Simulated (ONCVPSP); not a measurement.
## Potentials for Bi (Z = 83) compared

Generated with ld1.x 7.5 (TM, RRKJ, ultrasoft, PAW), atompaw 4.2 or ONCVPSP 4.0.1. The cutoff is in Ry: for ld1.x and atompaw files where the sum of valence levels is converged to 10 mRy in a Bessel basis, for ONCV files where the hardest occupied wave has 1 mHa per electron of residual kinetic energy. The error is the largest all-electron minus pseudo excitation energy over each file’s own four to seven test configurations (ionisations up to +4, promotions, holes and added fractions of an electron), all of which were solved. The labels leave out finer settings (local radius, basis sizes, second energies), which also bear on the numbers. Spin-polarised tests are not counted. The rows are a selection from randomly drawn settings: files with unsolved tests, undetermined cutoffs or missed reference levels are left out.

A true bound ghost makes a file unfit for plane-wave use even where its test errors are small: the radial tests pick states by their node count and pass the ghost by.

| potential | cutoff (Ry) | largest error (meV) | bound ghosts |
| --- | --- | --- | --- |
| ONCV, PBEsol, scalar-relativistic, rc 1.70/1.95/1.55 (spd), local smoothed, core correction no, reference 5d10 6s2 6p2.5, qcut 3.2/3.4/9, projectors 3/3/3 | 55 | -15 | s, p |
| ONCV, PBE, scalar-relativistic, rc 1.85/2.05 (sp), local smoothed, core correction yes, reference 6s1 6p4, qcut 2.9/4.7, projectors 3/2 | 48 | +51 | s, p |
| ONCV, PBE, scalar-relativistic, rc 1.95/2.60/1.55 (spd), local smoothed, core correction no, reference 5d10 6s2 6p3, qcut 3.1/3.3/12, projectors 2/2/1 | 56 | -38 | s |
| ONCV, LDA (Perdew-Zunger), scalar-relativistic, rc 1.55/1.50/1.40 (spd), local smoothed, core correction yes, reference 5s2 5p6 5d10 6s2 6p3, qcut 6.4/8.9/12.5, projectors 2/2/2 | 55 | -22 | none |

Fill in the row for Bi: ONCV, PBE, scalar-relativistic, rc 2.26/3.36 (sp), local smoothed, core correction yes, reference 6s2 6p2.75, qcut 3/3.1, projectors 3/3.

cutoff 34 Ry, largest error -204 meV, bound ghosts: none.

Fill in the row for Bi: ONCV, PW91, fully relativistic, rc 1.40/1.50/1.70 (spd), local smoothed, core correction yes, reference 5s2 5p6 5d10 6s2 6p2, qcut 9.7/8/9.7, projectors 2/2/2.

cutoff 74 Ry, largest error -1.1 meV, bound ghosts: s.

Fill in the row for Bi: ONCV, LDA (Perdew-Wang 92), scalar-relativistic, rc 1.45/1.80/1.55 (spd), local smoothed, core correction no, reference 5s2 5p6 5d10 6s2 6p3, qcut 9.3/8.7/11.4, projectors 2/2/1.

cutoff 62 Ry, largest error -24 meV, bound ghosts: none.
